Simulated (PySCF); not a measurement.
PySCF input file for H₄NO₃Ta, SMILES [NH2][Ta]([OH])(=[O])[OH], multiplicity 1, PBE-D3(BJ)/def2-SVP. Geometry: PBE-D3(BJ)/def2-SVP. The spin state was assumed, not searched. The structure was generated by enumeration; whether it is a known compound was not checked. The def2 effective core potentials stand for the cores of Ta; spin–orbit coupling is left out. One conformer was computed; it need not be the lowest.

```python
import numpy as np
from pyscf import gto, scf, dft, df
from pyscf.hessian import thermo

mol = gto.M(
    atom='''
    Ta    0.01899319    0.02377062   -0.00000000
    O    -0.08229034    1.76368629   -0.00000001
    O     0.92974939   -0.62614017    1.57573959
    H     1.23302452   -0.15522103    2.36970606
    O     0.92974928   -0.62614019   -1.57573964
    H     1.23302435   -0.15522107   -2.36970614
    N    -1.88299899   -0.57274242    0.00000006
    H    -2.69994552    0.04485501    0.00000009
    H    -2.18927987   -1.55171865    0.00000009
    ''',
    basis='def2-SVP',
    ecp={'Ta': 'def2-svp'},
    charge=0,
    spin=0,
    max_memory=1600,
    verbose=3,
)
mf = dft.RKS(mol, xc='pbe').density_fit(auxbasis='def2-universal-jkfit')
mf.disp = 'd3bj'
mf.grids.level = 3
mf.conv_tol = 1e-11
mf.max_cycle = 100
mf.kernel()

# [left out here: the lines that compute and print the analytic Hessian (its translational invariance restored by hand, since the grid's response is missing), thermochemistry and intensities]
```

Output:

```
converged SCF energy = -339.602965128687

WARN: DFTD3 does not support analytical Hessian, using finite difference


WARN: Mole.unit (angstrom) is changed to Bohr

Mode                                 0                   1                   2
Irrep
Freq [cm^-1]                      167.9327            170.9442            174.6883
Reduced mass [au]                   2.9591              3.3658              3.7802
Force const [Dyne/A]                0.0492              0.0579              0.0680
Char temp [K]                     241.6178            245.9507            251.3375
Normal mode                   x     y     z       x     y     z       x     y     z
       0  Ta                 0.00  0.00  0.03   -0.02 -0.02  0.00   -0.02  0.02  0.00
       1   O                -0.00  0.00 -0.11    0.07 -0.02 -0.00    0.06  0.03 -0.00
       2   O                 0.06 -0.02 -0.01    0.08  0.08 -0.02    0.05 -0.07 -0.09
       3   H                 0.28 -0.07 -0.07    0.23  0.19 -0.14    0.24 -0.12 -0.13
       4   O                -0.06  0.02 -0.01    0.08  0.08  0.02    0.05 -0.07  0.09
       5   H                -0.28  0.07 -0.07    0.23  0.19  0.14    0.23 -0.12  0.13
       6   N                 0.00 -0.00 -0.14   -0.06  0.06 -0.00    0.01 -0.08 -0.00
       7   H                 0.00 -0.00 -0.34   -0.01  0.12 -0.00   -0.05 -0.16 -0.00
       8   H                 0.00 -0.00 -0.10   -0.14  0.09 -0.00    0.10 -0.11 -0.00
Mode                                 3                   4                   5
Irrep
Freq [cm^-1]                      181.3195            204.9189            309.5507
Reduced mass [au]                   3.9173              4.6316              1.2418
Force const [Dyne/A]                0.0759              0.1146              0.0701
Char temp [K]                     260.8784            294.8326            445.3746
Normal mode                   x     y     z       x     y     z       x     y     z
       0  Ta                 0.00 -0.00 -0.00    0.00 -0.00 -0.00   -0.00 -0.00 -0.01
       1   O                -0.00 -0.00  0.13   -0.15 -0.01  0.00    0.00  0.00  0.05
       2   O                 0.06  0.08 -0.00    0.07 -0.04 -0.06   -0.06 -0.00  0.02
       3   H                -0.03  0.18 -0.02   -0.09 -0.15  0.07    0.51  0.20 -0.31
       4   O                -0.06 -0.08 -0.00    0.07 -0.04  0.06    0.06  0.00  0.02
       5   H                 0.03 -0.18 -0.02   -0.09 -0.15 -0.07   -0.51 -0.20 -0.31
       6   N                -0.00  0.00 -0.11   -0.03  0.10  0.00   -0.00 -0.00  0.01
       7   H                 0.00  0.00  0.11    0.06  0.21  0.00   -0.00 -0.00  0.04
       8   H                -0.00  0.00 -0.35   -0.15  0.14  0.00    0.00 -0.00  0.08
Mode                                 6                   7                   8
Irrep
Freq [cm^-1]                      325.6722            341.3238            431.8327
Reduced mass [au]                   1.4307              1.1157              1.2467
Force const [Dyne/A]                0.0894              0.0766              0.1370
Char temp [K]                     468.5697            491.0889            621.3111
Normal mode                   x     y     z       x     y     z       x     y     z
       0  Ta                -0.01 -0.00  0.00   -0.00 -0.00 -0.00    0.00 -0.00  0.00
       1   O                 0.09  0.01 -0.00    0.00  0.00  0.07    0.00 -0.00 -0.00
       2   O                 0.05  0.02 -0.03    0.02  0.01 -0.01    0.00  0.01 -0.00
       3   H                -0.53 -0.02  0.22   -0.11  0.13 -0.03    0.02 -0.10  0.05
       4   O                 0.05  0.02  0.03   -0.02 -0.01 -0.01   -0.00 -0.01 -0.00
       5   H                -0.53 -0.02 -0.22    0.11 -0.13 -0.03   -0.02  0.10  0.05
       6   N                -0.02 -0.03  0.00   -0.00 -0.00 -0.01   -0.00 -0.00 -0.12
       7   H                -0.06 -0.09  0.00   -0.00 -0.00 -0.67   -0.00 -0.00  0.59
       8   H                 0.05 -0.05 -0.00    0.00 -0.00  0.62    0.00 -0.00  0.65
Mode                                 9                  10                  11
Irrep
Freq [cm^-1]                      481.4230            486.1535            573.6610
Reduced mass [au]                   1.2540              1.4977              1.2854
Force const [Dyne/A]                0.1712              0.2086              0.2492
Char temp [K]                     692.6605            699.4666            825.3705
Normal mode                   x     y     z       x     y     z       x     y     z
       0  Ta                 0.00 -0.01 -0.00    0.00 -0.00 -0.00    0.00  0.00  0.00
       1   O                 0.02 -0.01  0.00    0.00 -0.00 -0.05    0.02  0.02 -0.00
       2   O                -0.02  0.07 -0.02    0.04 -0.08  0.04   -0.02  0.00 -0.02
       3   H                 0.19 -0.54  0.25   -0.22  0.48 -0.18   -0.04  0.01 -0.01
       4   O                -0.02  0.07  0.02   -0.04  0.08  0.04   -0.02  0.00  0.02
       5   H                 0.19 -0.54 -0.25    0.22 -0.48 -0.18   -0.04  0.01  0.01
       6   N                -0.01 -0.01  0.00   -0.00 -0.00 -0.02    0.01 -0.12  0.00
       7   H                -0.02 -0.02 -0.00   -0.00 -0.00  0.17    0.41  0.43 -0.00
       8   H                -0.00 -0.01 -0.00   -0.00 -0.00  0.02   -0.63  0.09 -0.00
Mode                                12                  13                  14
Irrep
Freq [cm^-1]                      662.0766            684.6151            691.6281
Reduced mass [au]                   5.0564              6.1524              4.8566
Force const [Dyne/A]                1.3059              1.6990              1.3688
Char temp [K]                     952.5808            985.0087            995.0989
Normal mode                   x     y     z       x     y     z       x     y     z
       0  Ta                 0.02  0.01  0.00    0.01 -0.01  0.00   -0.00  0.00  0.03
       1   O                -0.02 -0.00 -0.00   -0.01  0.00 -0.00    0.00 -0.00 -0.02
       2   O                -0.01 -0.00 -0.01   -0.08  0.04 -0.13   -0.06  0.03 -0.13
       3   H                -0.00  0.04 -0.03   -0.09  0.11 -0.17   -0.15  0.16 -0.18
       4   O                -0.01 -0.00  0.01   -0.08  0.04  0.13    0.06 -0.03 -0.13
       5   H                -0.00  0.04  0.03   -0.09  0.11  0.17    0.15 -0.16 -0.18
       6   N                -0.22 -0.05 -0.00    0.03  0.03 -0.00   -0.00 -0.00 -0.01
       7   H                -0.29 -0.14  0.00   -0.02 -0.04  0.00    0.00  0.00  0.05
       8   H                -0.17 -0.08 -0.00    0.11  0.00 -0.00   -0.00  0.00 -0.04
Mode                                15                  16                  17
Irrep
Freq [cm^-1]                      957.0655           1461.5239           3471.5659
Reduced mass [au]                  16.7415              1.1162              1.0506
Force const [Dyne/A]                9.0350              1.4048              7.4602
Char temp [K]                    1377.0041           2102.8075           4994.8105
Normal mode                   x     y     z       x     y     z       x     y     z
       0  Ta                -0.00  0.02 -0.00   -0.00 -0.00 -0.00   -0.00 -0.00  0.00
       1   O                 0.01 -0.24  0.00   -0.00  0.00 -0.00   -0.00 -0.00  0.00
       2   O                -0.01 -0.00 -0.01   -0.00 -0.00  0.00   -0.00  0.00  0.00
       3   H                -0.01  0.00 -0.01    0.00 -0.00  0.00   -0.00 -0.00 -0.00
       4   O                -0.01 -0.00  0.01   -0.00 -0.00 -0.00   -0.00  0.00 -0.00
       5   H                -0.01  0.00  0.01    0.00 -0.00 -0.00   -0.00 -0.00  0.00
       6   N                 0.01 -0.00 -0.00    0.08  0.03 -0.00    0.05  0.03 -0.00
       7   H                 0.03  0.02 -0.00   -0.38 -0.54  0.00   -0.46  0.38  0.00
       8   H                -0.02  0.01  0.00   -0.63  0.22  0.00   -0.21 -0.74  0.00
Mode                                18                  19                  20
Irrep
Freq [cm^-1]                     3568.7125           3790.9597           3794.2145
Reduced mass [au]                   1.0938              1.0675              1.0680
Force const [Dyne/A]                8.2073              9.0388              9.0587
Char temp [K]                    5134.5827           5454.3469           5459.0299
Normal mode                   x     y     z       x     y     z       x     y     z
       0  Ta                -0.00  0.00 -0.00    0.00 -0.00 -0.00    0.00 -0.00  0.00
       1   O                 0.00  0.00 -0.00    0.00 -0.00 -0.00    0.00 -0.00  0.00
       2   O                 0.00 -0.00 -0.00    0.01  0.02  0.04   -0.01 -0.02 -0.04
       3   H                 0.00  0.00  0.00   -0.22 -0.32 -0.56    0.22  0.32  0.56
       4   O                 0.00 -0.00  0.00   -0.01 -0.02  0.04   -0.01 -0.02  0.04
       5   H                 0.00  0.00 -0.00    0.22  0.32 -0.56    0.22  0.32 -0.56
       6   N                -0.03  0.07  0.00    0.00  0.00 -0.00    0.00  0.00  0.00
       7   H                 0.61 -0.45 -0.00   -0.00  0.00 -0.00   -0.00  0.00  0.00
       8   H                -0.18 -0.55  0.00   -0.00 -0.00  0.00   -0.00 -0.00 -0.00
temperature 298.1500 [K]
pressure 101325.00 [Pa]
Rotational constants [GHz] 3.16104 3.11649 2.74922
Symmetry number 1
Zero-point energy (ZPE) 0.05224 [Eh]   137162.517 [J/mol]
                           tot       elec      trans        rot        vib
Entropy [J/mol/K]       371.047      0.000    177.456    112.448     81.143
Cv [J/mol/K]            118.605      0.000     12.472     12.472     93.662
Cp [J/mol/K]            126.919      0.000     20.786     12.472     93.662
Internal energy [J/mol]                      3718.434   3718.434 151535.894
Internal energy [Eh]   -339.54242  -339.60297
Enthalpy [J/mol]                             6197.391   3718.434 151535.894
Enthalpy [Eh]          -339.54147
Gibbs free energy [J/mol]                  -46711.232 -29807.871 127343.149
Gibbs free energy [Eh] -339.58361
mode   freq/cm-1   IR/(km/mol)
   1      167.93         0.536
   2      170.94         3.533
   3      174.69         4.966
   4      181.32         8.940
   5      204.92         6.527
   6      309.55        43.035
   7      325.67       180.564
   8      341.32         0.528
   9      431.83       236.293
  10      481.42       201.153
  11      486.15        63.893
  12      573.66         9.152
  13      662.08        96.755
  14      684.62        52.553
  15      691.63        92.908
  16      957.07       113.600
  17     1461.52        27.458
  18     3471.57        62.113
  19     3568.71        35.799
  20     3790.96       277.245
  21     3794.21        79.043
max |gradient| / (hartree/bohr): 8.8711845684839e-05
APT charges: [ 2.109  -0.717  -0.8345  0.3293 -0.8345  0.3293 -0.7477  0.1782  0.1877]
```

The calculation finished and met its thresholds.

Cost: roughly 80 core-seconds.
